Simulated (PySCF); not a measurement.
## Correlation energy of Xe²⁺ (xenon, charge +2)

[Kr] 4d10 5s1 5p5, high-spin 3P determinant (an excited configuration). Computed with PySCF 2.14 in def2-TZVPPD with the def2 core potential (28 electrons) (7s6p4d2f, 59 functions), with scalar relativity through the core potential. Frozen: 4s2 4p6 4d10; 6 electrons correlated.

| level | correlation energy (mhartree) |
| --- | --- |
| CCSD | -180.94 |
| (T) | -14.72 |
| CCSD(T) | -195.66 |

Diagnostics: T1 = 0.014, D1 = 0.0247, largest double amplitude 0.203.

A double-excitation amplitude exceeds 0.15, a sign of near-degeneracy.

Cost of the coupled-cluster step: of the order of 4 core-seconds, for 6 correlated electrons.

Iterations:

```
CC2 = 0
CCSD nocc = (np.int64(4), np.int64(2)), nmo = (50, 50)
frozen orbitals [[0, 1, 2, 3, 4, 5, 6, 7, 8], [0, 1, 2, 3, 4, 5, 6, 7, 8]]
max_cycle = 100
direct = 0
conv_tol = 1e-08
conv_tol_normt = 1e-06
diis_space = 8
diis_start_cycle = 0
Init t2, MP2 energy = -0.128650519900544
Init E_corr(UCCSD) = -0.128650519910907
cycle = 1  E_corr(UCCSD) = -0.153204979228314  dE = -0.0245544593  norm(t1,t2) = 0.117503
cycle = 2  E_corr(UCCSD) = -0.163958842988814  dE = -0.0107538638  norm(t1,t2) = 0.0766237
cycle = 3  E_corr(UCCSD) = -0.181953171563547  dE = -0.0179943286  norm(t1,t2) = 0.0515384
cycle = 4  E_corr(UCCSD) = -0.179362578629723  dE = 0.00259059293  norm(t1,t2) = 0.00753126
cycle = 5  E_corr(UCCSD) = -0.181450939827863  dE = -0.0020883612  norm(t1,t2) = 0.00528507
cycle = 6  E_corr(UCCSD) = -0.18117252560059  dE = 0.000278414227  norm(t1,t2) = 0.00250649
cycle = 7  E_corr(UCCSD) = -0.180856450984856  dE = 0.000316074616  norm(t1,t2) = 0.00124398
cycle = 8  E_corr(UCCSD) = -0.180945980378792  dE = -8.95293939e-05  norm(t1,t2) = 0.000448524
cycle = 9  E_corr(UCCSD) = -0.180940641123977  dE = 5.33925481e-06  norm(t1,t2) = 0.000169152
cycle = 10  E_corr(UCCSD) = -0.18094724652542  dE = -6.60540144e-06  norm(t1,t2) = 5.08197e-05
cycle = 11  E_corr(UCCSD) = -0.180944792091109  dE = 2.45443431e-06  norm(t1,t2) = 1.19503e-05
cycle = 12  E_corr(UCCSD) = -0.180944640882268  dE = 1.51208841e-07  norm(t1,t2) = 3.19302e-06
cycle = 13  E_corr(UCCSD) = -0.18094464715327  dE = -6.2710018e-09  norm(t1,t2) = 1.38955e-06
cycle = 14  E_corr(UCCSD) = -0.180944664415296  dE = -1.72620263e-08  norm(t1,t2) = 5.15666e-07
cycle = 15  E_corr(UCCSD) = -0.180944657351843  dE = 7.06345338e-09  norm(t1,t2) = 1.30348e-07
UCCSD converged
E(UCCSD) = -326.8061156409458  E_corr = -0.180944657351843
UCCSD(T) correction = -0.0147196912280251
```
